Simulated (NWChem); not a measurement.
ZrHOCl2 cation; SMILES [OH][Zr+]([Cl])[Cl]

```xyz
5

Zr     0.3072    -0.3247     0.0000
Cl    -0.8853     0.2036     1.8649
Cl    -0.8853     0.2036    -1.8649
O      1.8976     0.6037     0.0000
H      2.6315     1.2363     0.0000
```
Atoms are numbered in this order, from 1.

All runs: NWChem. Medium grid unless said otherwise, to which SCAN and Minnesota functionals are sensitive. Coordinates come from a PBE0/def2-SVP optimisation. The spin multiplicity was typed, not searched, and may not be the lowest. def2 effective core potentials on Zr; no spin-orbit coupling. Hybrids' shares of exact exchange are those that their runs print; pure functionals count as 0. The functionals differ in more than this share.

| row | share of exact exchange | orbital gap (eV) |
|---|---|---|
| PBE/def2-SVP | 0.00 | 3.57 |
| r2SCAN/def2-SVP | 0.00 | 4.19 |
| TPSSh/def2-SVP | 0.10 | 4.66 |
| B3LYP/def2-SVP | 0.20 | 5.07 |
| B3PW91/def2-SVP | 0.20 | 5.36 |
| M06-2X/def2-SVP | 0.54 | withheld |

### Question
Fit a straight line of the last column on the one before it, predict the withheld value, and compare with the run.

### Answer

1. Means of the 5 shown rows: x = 0.100, y = 4.570. Slope Σ(x − x̄)(y − ȳ)/Σ(x − x̄)² = 0.2670/0.04000 = 6.675; intercept 3.903.
2. The shown rows scatter about the line by 0.221 (root mean square); the largest residual is -0.33, at PBE/def2-SVP.
3. At x = 0.54 (M06-2X/def2-SVP; beyond the shown range) the line gives 7.51.
4. The run gives 7.63, +0.12 from the line, 0.5 times the scatter.
